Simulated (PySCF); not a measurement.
C4H8OSi, SMILES C1(C[SiH](C1)C)=O. The structure is a stationary point at r2SCAN-D4/def2-SVP. This is a generated structure with no PubChem entry under its InChIKey; it may be hypothetical.

Computed equilibrium geometry at r2SCAN-D4/def2-SVP (PySCF confirms it by a frequency run) as bond lengths and angles, and its point group:
point group Cs.
Atoms: C1 Si2 C3 C4 O5 C6 H7 H8 H9 H10 H11 H12 H13 H14. Bonds (Å): C1–Si2 1.871, C1–H7 1.101, C1–H8 1.102, C1–H9 1.102, Si2–C3 1.913, Si2–C6 1.913, Si2–H10 1.491, C3–C4 1.533, C3–H11 1.099, C3–H12 1.106, C4–O5 1.207, C4–C6 1.533, C6–H13 1.106, C6–H14 1.099. Bond angles (°): Si2–C1–H7 111.0, Si2–C1–H8 111.0, Si2–C1–H9 111.0, H7–C1–H8 108.1, H7–C1–H9 108.1, H8–C1–H9 107.7, C1–Si2–C3 118.7, C1–Si2–C6 118.7, C1–Si2–H10 112.1, C3–Si2–C6 77.7, C3–Si2–H10 112.8, C6–Si2–H10 112.8, Si2–C3–C4 85.1, Si2–C3–H11 127.1, Si2–C3–H12 107.6, C4–C3–H11 115.2, C4–C3–H12 109.9, H11–C3–H12 109.4, C3–C4–O5 127.8, C3–C4–C6 103.1, O5–C4–C6 127.8, Si2–C6–C4 85.1, Si2–C6–H13 107.6, Si2–C6–H14 127.1, C4–C6–H13 109.9, C4–C6–H14 115.2, H13–C6–H14 109.4.
